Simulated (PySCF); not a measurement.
A geometry optimisation on [ReN(CN)4]-, `N#[C][Re-](#[N])([C]#N)([C]#N)[C]#N` [radical].

Computed with PBE0-D3(BJ)/def2-SVP geometry optimisation, gas phase, def2 core potentials past Kr (PySCF 2.14.0). Start geometry: GFN2-xTB. The input is one job of a driver script: a line of settings, then coordinates in Å.

Input:
```
{"job": {"xc": "PBE0", "basis": "def2-SVP", "d3": "d3bj", "grid": 1, "maxiter": 40, "kind": "geom"}, "charge": -1, "multiplicity": 2}
Re     0.001660    -0.000270     0.434510
N      0.008670     0.000070     2.168230
C      2.021680    -0.016050    -0.123890
N      3.085770    -0.024560    -0.556820
C      0.017210     2.023660    -0.110830
N      0.024870     3.092750    -0.531870
C     -2.023000     0.016830    -0.107410
N     -3.090760     0.025390    -0.531540
C     -0.017560    -2.024360    -0.109500
N     -0.028540    -3.093460    -0.530870
```

Output:
```
step   0  E = -503.71834721  max force = 0.105245
step   1  E = -503.72353961  max force = 0.118598
step   2  E = -503.73092388  max force = 0.024113
step   3  E = -503.73146053  max force = 0.006270
step   4  E = -503.73160866  max force = 0.003383
step   5  E = -503.73169305  max force = 0.004381
step   6  E = -503.73173688  max force = 0.001704
step   7  E = -503.73173838  max force = 0.000177
optimisation converged
```

Energies in Eh; «max force» is the largest Cartesian gradient component in Eh/bohr.

Give the first gradient maximum in eV/Å.

With 1 Eh/bohr = 51.422 eV/Å, 5.412 eV/Å.

How much energy does the optimisation release, in kcal/mol?

E(step 0) − E(last step) = 0.013391 Eh, which is 8.4 kcal/mol.

Summary of the converged run: final energy -503.73174 Eh after 7 steps.

Where do the atoms end?

0.080 Å rms from the input after alignment:
```
atom  x, y, z in Å
Re1    0.0014    0.0001    0.3850
N2     0.0089    0.0008    2.0215
C3     2.0305   -0.0134   -0.1474
N4     3.1483   -0.0204   -0.4763
C5     0.0126    2.0314   -0.1393
N6     0.0186    3.1504   -0.4640
C7    -2.0323    0.0131   -0.1296
N8    -3.1526    0.0200   -0.4499
C9    -0.0138   -2.0314   -0.1379
N10   -0.0217   -3.1506   -0.4621
```

Hardware: one thread, x86-64 server (shared host). Cost: 2.3 min wall.
Labels such as C1 count atoms from 1, the log's own numbers from 0.

Neither the SCF state along the optimisation nor the shape of the open-shell metal species was proved the lowest: other solutions of the same spin, or a structure of lower symmetry, can lie below.
